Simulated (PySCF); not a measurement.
C5H8OSi: core ionisation energies

C5H8OSi.
SMILES with atom numbers: `[SiH3:1][O:2][C:3]1=[CH:4][CH:5]=[CH:6][CH2:7]1`

Level of theory: delta-SCF UKS SCAN, pcX-2 on the ionised atom, pcseg-1 elsewhere, spin-free X2C (PySCF 2.14.0). Each binding energy is the total energy of the core-ionised species, with the hole localised on one atom, minus that of the ground state; both are solved self-consistently, so orbital relaxation is included.

Question: List the computed XPS lines with their assignment.

Answer: 
```csv
atom(s),bonded to,level,binding energy (eV),2p1/2 (eV),above the level's lowest (eV),count
Si1,O and 3 H,Si 1s,1847.65,–,0.00,1
O2,C and Si,O 1s,538.50,–,0.00,1
C3,"O, C (double bond) and C",C 1s,291.58,–,+2.00,1
C7,2 C and 2 H,C 1s,291.03,–,+1.45,1
C5,"C (double bond), C and H",C 1s,290.15,–,+0.57,1
C4,"C (double bond), C and H",C 1s,289.72,–,+0.14,1
C6,"C (double bond), C and H",C 1s,289.58,–,0.00,1
Si1,O and 3 H,Si 2p3/2,107.75,108.38,0.00,1
```

Lowest listed C 1s: C6, bonded to C (double bond), C and H. Highest, 2.00 eV above it: C3, bonded to O, C (double bond) and C. Summing the Pauling electronegativity differences to the bonded atoms, each weighted by its formal bond order, gives -0.35 for the lowest site and +0.89 for the highest; no listed site has a larger sum than the highest. The smallest sum, -0.70, belongs to C7, 1.45 eV above the lowest.

Question: Give the binding energy of C 1s of C7 in hartree and in kJ/mol.

Answer: 291.03 eV = 10.6952 Eh = 28080 kJ/mol.

Question: What is the C 1s shift of C7 against C4?

Answer: 291.03 − 289.72 = +1.31 eV, or +126 kJ/mol.

Spin contamination (⟨S²⟩ against 0.75 for a pure doublet) is marked for C 1s of C3 (0.90) and C 1s of C5 (0.88), which makes these values less certain. The 2p values add to the ΔSCF energy of one spin-free hole a correction within the shell (spin–orbit coupling, ligand field). 2p1/2 minus 2p3/2 (ligand field included): Si 0.63 eV. The structure is a single PBE0-D3(BJ)/def2-SVP conformer in the gas phase; no vibrational or solvent corrections.

Shape of the structure used: `[SiH3:1][O:2][C:3]1=[CH:4][CH:5]=[CH:6][CH2:7]1`: Si1–O2–C3–C4 180°.
